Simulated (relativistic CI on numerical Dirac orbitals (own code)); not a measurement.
## Electric-dipole lines of Al XII

These numbers are calculated, not measured: Dirac-Coulomb-Breit CI, separate exchange-only KLI orbitals for each configuration, model QED, unscaled Slater integrals (own radial code, finite nucleus).

CI space: 1s², 1s2s, 1s2p, 1s3s, 1s3p, 1s3d, 1s4s, 1s4p, 1s4d, 1s4f, 1s5s, 1s5p, 1s5d, 1s5f, 1s5g, 1s6s, 1s6p, 1s6d. Levels of other configurations are missing.

```tsv
λ vac (Å)	Lower	Upper	A (s⁻¹)	E lower (Ry)	E upper (Ry)
7.7609	1s² ¹S0 [1]	1s2p ¹P°1 [7]	2.82e+13	0.000	117.418
33.103	1s2p ³P°2 [5]	1s4d ³D3 [25]	4.48e+11	116.686	144.214
42.596	1s2s ³S1 [2]	1s3p ³P°2 [12]	4.54e+11	115.669	137.063
42.623	1s2s ³S1 [2]	1s3p ³P°1 [10]	4.56e+11	115.669	137.049
44.286	1s2p ³P°0 [3]	1s3d ³D1 [13]	7.65e+11	116.628	137.205
44.309	1s2p ³P°1 [4]	1s3d ³D2 [14]	9.61e+11	116.639	137.205
44.310	1s2p ³P°1 [4]	1s3d ³D1 [13]	5.73e+11	116.639	137.205
44.399	1s2p ³P°2 [5]	1s3d ³D3 [15]	1.37e+12	116.686	137.210
46.023	1s2p ¹P°1 [7]	1s3d ¹D2 [16]	1.22e+12	117.418	137.218
88.919	1s3d ³D3 [15]	1s5f ³F°4 [42]	9.44e+10	137.210	147.459
123.63	1s3s ³S1 [8]	1s4p ³P°2 [22]	5.95e+10	136.782	144.153
127.22	1s3p ³P°1 [10]	1s4d ³D2 [24]	1.04e+11	137.049	144.212
127.43	1s3p ³P°2 [12]	1s4d ³D3 [25]	1.45e+11	137.063	144.214
129.95	1s3d ³D1 [13]	1s4f ³F°2 [27]	2.41e+11	137.205	144.217
129.96	1s3d ³D2 [14]	1s4f ³F°3 [26]	2.26e+11	137.205	144.217
130.03	1s3d ³D3 [15]	1s4f ³F°4 [29]	2.86e+11	137.210	144.218
130.17	1s3d ¹D2 [16]	1s4f ¹F°3 [30]	2.40e+11	137.218	144.219
131.15	1s3p ¹P°1 [17]	1s4d ¹D2 [28]	1.39e+11	137.270	144.218
275.50	1s4p ³P°1 [20]	1s5d ³D2 [38]	2.17e+10	144.148	147.455
275.89	1s4p ³P°2 [22]	1s5d ³D3 [39]	3.01e+10	144.153	147.456
280.70	1s4d ³D1 [23]	1s5f ³F°2 [41]	4.50e+10	144.212	147.458
280.74	1s4d ³D2 [24]	1s5f ³F°3 [40]	4.06e+10	144.212	147.458
280.85	1s4d ³D3 [25]	1s5f ³F°4 [42]	5.36e+10	144.214	147.459
281.11	1s4f ³F°3 [26]	1s5g ³G4 [44]	8.51e+10	144.217	147.459
281.13	1s4f ³F°2 [27]	1s5g ³G3 [45]	8.11e+10	144.217	147.459
281.20	1s4f ³F°4 [29]	1s5g ³G5 [47]	8.83e+10	144.218	147.459
281.21	1s4d ¹D2 [28]	1s5f ¹F°3 [46]	4.37e+10	144.218	147.459
281.21	1s4f ¹F°3 [30]	1s5g ¹G4 [48]	8.57e+10	144.219	147.459
283.12	1s4p ¹P°1 [31]	1s5d ¹D2 [43]	2.99e+10	144.240	147.459
508.55	1s5p ³P°2 [35]	1s6d ³D3 [57]	8.97e+09	147.426	149.217
```

Terms are leading LS components. Brackets give the number of a level in order of energy, since labels repeat. The list gives strong lines, with weight on those to low levels, without lines whose two gauges differ by over a factor of 2.5. Levels whose partners in the same complex of configurations lie outside the list can be far off, and so can their lines. Rates are taken at the computed energies, electric ones in the length gauge.

At this charge energies of transitions that change n are usually good to better than 1 %, and those within a shell (Δn = 0) to a few per cent.

(1) From the table, what is the radiative lifetime of 1s4d ³D3?

## Answers

(1) The listed rates from this level add up to about 5.93e+11 s⁻¹, 100 % of its decay; with all channels τ = 1.69e-12 s.

LS names give the leading component of a level, which can be under half, so a name can repeat, a term be missing and a line seem to break the LS rules.
